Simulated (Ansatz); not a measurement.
Harmonic frequencies (cm⁻¹) at PBE0-D4/def2-TZVP from Ansatz: 385, 812, 1353.

**Question.** Which molecule is it?
A. `[O]B(F)F`•
B. `[N]=C=O`•
C. `F[B]Cl`•
D. `[BH]Br`•

**Answer.** C.
